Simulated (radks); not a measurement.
The numbers below are computed, except where a source is named.
Task: Eu3+, configuration [Xe] 4f6. Code: a radial shooting solver on a logarithmic mesh with Libxc functionals. Model: scalar-relativistic Kohn-Sham, MS2 meta-GGA, spin-polarised, spherical densities, finite nucleus; open shells are filled with parallel spins first (spin-orbit coupling, left out, can overturn this in heavy ions); meta-GGA in the generalised Kohn-Sham scheme; Fermi nuclear charge, rms radius 5.1115 fm. Some entries of the table are withheld. Estimate them.

orbital  occ.  eigenvalue (Ry)  <r^2> (bohr^2)
1s up       1        -3559.931       0.0006788
1s down     1        -3559.930       0.0006788
2s up       1        -587.0720         0.01067
2s down     1        -587.0671         0.01067
2p up       3        -522.8879        0.008592
2p down     3        -522.8839        0.008592
3s up       1        -131.4623         0.07098
3s down     1        -131.3528         0.07083
3p up       3        -111.3986         0.07126
3p down     3        -111.2697         0.07109
3d up       5        -84.67749         0.06015
3d down     5        -84.55366         0.05997
4s up       1        -28.25238          0.3599
4s down     1        -27.91956          0.3598
4p up       3        -21.63445          0.4062
4p down     3        -21.27856          0.4060
4d up       5        -12.42988          0.4913
4d down     5        -12.02774          0.4930
5s up       1         -5.44448           2.024
5s down     1         -5.28510           2.117
5p up       3              (1)           2.686
5p down     3              (2)           2.783
4f up       6         -2.55285          0.9624
4f down     0         -2.13910           1.074
5d up       0         -1.82699           5.281
5d down     0         -1.71700           5.629
6s up       0         -1.62250           10.88
6s down     0         -1.52871           11.97

Result: 
(1) 5p up eigenvalue (Ry): -3.80928
(2) 5p down eigenvalue (Ry): -3.69217
